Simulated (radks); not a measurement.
Polarisabilities and homonuclear dispersion coefficients (atomic units). Level of theory: non-relativistic Kohn-Sham, LDA (Slater exchange, Perdew-Wang correlation), spin-polarised, spherical densities, point nucleus; open shells are filled with parallel spins first (a radial shooting solver on a logarithmic mesh with Libxc functionals). Response by self-consistent Sternheimer equations with the Hartree and adiabatic LDA kernel. For heavy and open-shell atoms this level of theory can miss by tens of per cent. "Uncoupled" leaves out the induced potential. Quadrupole and octupole values are given only where no p, d or f shell is open. The Sternheimer factor gamma scales a distant field gradient at the nucleus by 1 - gamma.

[
 {"species": "Se", "configuration": "[Ar] 3d10 4s2 4p4", "alpha1 (bohr^3)": "27.53", "alpha1, uncoupled": "41.14", "alpha2 (bohr^5)": "-", "alpha3 (bohr^7)": "-", "C6": "230.3", "C8": "-", "Sternheimer gamma": "-", "recommended alpha1": "28.9 +/- 1"},
 {"species": "C", "configuration": "[He] 2s2 2p2", "alpha1 (bohr^3)": "13.38", "alpha1, uncoupled": "17.92", "alpha2 (bohr^5)": "-", "alpha3 (bohr^7)": "-", "C6": "54.14", "C8": "-", "Sternheimer gamma": "-", "recommended alpha1": "11.3 +/- 0.4"},
 {"species": "Mn+", "configuration": "[Ar] 3d5 4s1", "alpha1 (bohr^3)": "27.23", "alpha1, uncoupled": "38.44", "alpha2 (bohr^5)": "-", "alpha3 (bohr^7)": "-", "C6": "140.1", "C8": "-", "Sternheimer gamma": "-", "recommended alpha1": "-"},
 {"species": "He", "configuration": "[He]", "alpha1 (bohr^3)": "1.659", "alpha1, uncoupled": "1.809", "alpha2 (bohr^5)": "3.580", "alpha3 (bohr^7)": "18.65", "C6": "1.866", "C8": "21.47", "Sternheimer gamma": "0.435", "recommended alpha1": "1.38375 +/- 2e-05"},
 {"species": "C+", "configuration": "[He] 2s2 2p1", "alpha1 (bohr^3)": "6.107", "alpha1, uncoupled": "9.982", "alpha2 (bohr^5)": "-", "alpha3 (bohr^7)": "-", "C6": "14.66", "C8": "-", "Sternheimer gamma": "-", "recommended alpha1": "-"},
 {"species": "Mg+", "configuration": "[Ne] 3s1", "alpha1 (bohr^3)": "30.58", "alpha1, uncoupled": "35.58", "alpha2 (bohr^5)": "164.7", "alpha3 (bohr^7)": "1712", "C6": "126.1", "C8": "4366", "Sternheimer gamma": "-2.17", "recommended alpha1": "-"},
 {"species": "Ar3+", "configuration": "[Ne] 3s2 3p3", "alpha1 (bohr^3)": "3.590", "alpha1, uncoupled": "5.947", "alpha2 (bohr^5)": "-", "alpha3 (bohr^7)": "-", "C6": "9.720", "C8": "-", "Sternheimer gamma": "-", "recommended alpha1": "-"}
]

Recommended values: Schwerdtfeger and Nagle, table of static dipole polarisabilities (2023 update), measured or computed.
